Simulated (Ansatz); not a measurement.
Computed with Ansatz.

A structure relaxed at PBE0-D4/def2-TZVP, charge 0, multiplicity 1:

```json
{"atom": "N1", "x (Å)": "-1.6368", "y (Å)": "0.5120", "z (Å)": "2.0814"}
{"atom": "Si2", "x (Å)": "-0.0060", "y (Å)": "0.2035", "z (Å)": "1.6500"}
{"atom": "N3", "x (Å)": "0.2277", "y (Å)": "0.5409", "z (Å)": "-0.0207"}
{"atom": "Si4", "x (Å)": "1.0490", "y (Å)": "-0.3514", "z (Å)": "-1.2410"}
{"atom": "N5", "x (Å)": "0.0957", "y (Å)": "-0.3988", "z (Å)": "-2.6656"}
{"atom": "H6", "x (Å)": "-2.3978", "y (Å)": "-0.0188", "z (Å)": "1.6907"}
{"atom": "H7", "x (Å)": "-1.8559", "y (Å)": "0.8528", "z (Å)": "3.0026"}
{"atom": "H8", "x (Å)": "0.4636", "y (Å)": "-1.1987", "z (Å)": "1.8211"}
{"atom": "H9", "x (Å)": "0.7730", "y (Å)": "1.0849", "z (Å)": "2.5634"}
{"atom": "H10", "x (Å)": "-0.1316", "y (Å)": "1.4379", "z (Å)": "-0.3240"}
{"atom": "H11", "x (Å)": "1.3500", "y (Å)": "-1.6653", "z (Å)": "-0.6094"}
{"atom": "H12", "x (Å)": "2.3263", "y (Å)": "0.2678", "z (Å)": "-1.6918"}
{"atom": "H13", "x (Å)": "-0.7993", "y (Å)": "-0.8593", "z (Å)": "-2.6893"}
{"atom": "H14", "x (Å)": "0.5421", "y (Å)": "-0.4076", "z (Å)": "-3.5675"}
```

(1) Give its formula and SMILES.

(2) Point group (tolerance 0.08 Å, 0.16 Å for H)?

(3) Summarise the bond lengths by kind.

## Answers

(1) H9N3Si2, `N[SiH2]N[SiH2]N`.

(2) Cs.

(3) 4 × N–Si 1.715 to 1.720 Å; 5 × H–N 1.006 to 1.013 Å; 4 × H–Si 1.489 Å.
